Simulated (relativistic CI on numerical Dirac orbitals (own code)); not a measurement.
# Slater and spin-orbit integrals, Ba XXIV

Method of calculation: Dirac-Coulomb-Breit CI, orbitals from a KLI potential per configuration, a model potential for QED, unscaled Slater integrals (own radial code, finite nucleus).

Slater integrals F^k, G^k are unscaled and averaged over j, outside the closed core [Ar] 3d10; ζ comes from projecting the Hamiltonian with its Breit term on Σ l·s of the shell.

- 4s2 4p3: F^2(4p,4p) = 164460, ζ(4p) = 109900 cm⁻¹; <r>(4p) = 0.628, <r^2>(4p) = 0.445 (bohr units).
- 4s 4p4: F^2(4p,4p) = 164420, G^1(4s,4p) = 215630, ζ(4p) = 109780 cm⁻¹; <r>(4s) = 0.6105, <r^2>(4s) = 0.4182, <r>(4p) = 0.6281, <r^2>(4p) = 0.4453 (bohr units).
- 4s2 4p2 4d: F^2(4p,4p) = 164430, ζ(4p) = 110190, F^2(4p,4d) = 159870, G^1(4p,4d) = 200580, G^3(4p,4d) = 128020, ζ(4d) = 12923 cm⁻¹; <r>(4p) = 0.6281, <r^2>(4p) = 0.4452, <r>(4d) = 0.6424, <r^2>(4d) = 0.4708 (bohr units).

Averages of the first 10 configurations, taken without configuration mixing, which lowers the lowest level and can move excited configurations by several eV; other configurations of the list can lie among them:

| Configuration | Parity | States | Average energy above the lowest level (eV) |
| --- | --- | --- | --- |
| 4s2 4p3 | odd | 20 | 24.1 |
| 4s 4p4 | even | 30 | 98.1 |
| 4s2 4p2 4d | even | 150 | 128.7 |
| 4p5 | odd | 6 | 179.6 |
| 4s 4p3 4d | odd | 400 | 199.6 |
| 4s2 4p2 4f | odd | 210 | 236.4 |
| 4s 4p3 4f | even | 560 | 307.5 |
| 4p4 4d | even | 150 | 277.8 |
| 4s 4p2 4d2 | even | 1350 | 303.1 |
| 4s2 4p 4d 4f | even | 840 | 341.5 |
